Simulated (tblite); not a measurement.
C₅H₇Cl₃.
Numbering: `[CH3:1]/[CH:2]=[CH:3]\[CH2:4][C:5]([Cl:6])([Cl:7])[Cl:8]` (hydrogens: H9, H10, H11 on C1; H12 on C2; H13 on C3; H14, H15 on C4)

Computed with GFN2-xTB (tblite), gas phase: nudged elastic band of 9 images (0 to 8), spring 0.2 eV/Å², climbing image at the end, force threshold 0.05 eV/Å. No saddle search or frequency run followed, so the top image need not be a first-order saddle, and its height can exceed the method's true barrier by a kcal/mol or more.

The band describes a rotation about C4–C5 (allylic carbon, CCl3 carbon), followed by the dihedral C3–C4–C5–Cl7, from the optimised start (62°) to a second optimised geometry at -178°.

Q: Give the energy profile along the converged band.

A: 
```
image  dihedral (°)  E (kJ/mol)  C4–C5 (Å)  C3···Cl7 (Å)  largest true force (eV/Å)
    0            62        0.00      1.521          3.14                       0.01
    1            77        3.04      1.525          3.32                       0.05
    2            91        8.79      1.531          3.51                       0.06
    3           107       13.79      1.537          3.69                       0.04
    4           122       15.37      1.539          3.85                       0.04
    5           138       12.75      1.535          3.96                       0.05
    6           153        7.41      1.529          4.04                       0.06
    7           167        2.09      1.523          4.07                       0.05
    8          -178       -0.02      1.521          4.08                       0.01
```

Barriers of this band. The top is image 4 at 122°: 15.4 kJ/mol in either direction, as the ends lie within 0.002 eV of each other. The central bond is 0.018 Å longer at the top than at the start.

Q: What rate follows at 298 K for crossing this barrier forward?

A: Taking the electronic barrier for the free energy of activation (no zero-point or entropy terms, transmission 1), rate = (kT/h)·exp(−ΔE/kT) ≈ 1 × 10^10 s⁻¹, whose inverse is 8 × 10^-11 s. An error of 1 kcal/mol in the barrier changes this by a factor of 5, and the method and the loose band can each miss by that much or more.

Q: How long is the path, and how are the images spaced?

A: Cartesian distances between aligned neighbours (all atoms, Å): 0.66, 0.66, 0.66, 0.66, 0.67, 0.67, 0.68, 0.71; the sum is 5.37 Å, and the top lies 49 % of the way along.

The cost below is that of the whole band run. The run took 4.4 s on Arm Neoverse V1, one thread, no GPU, on a shared host.
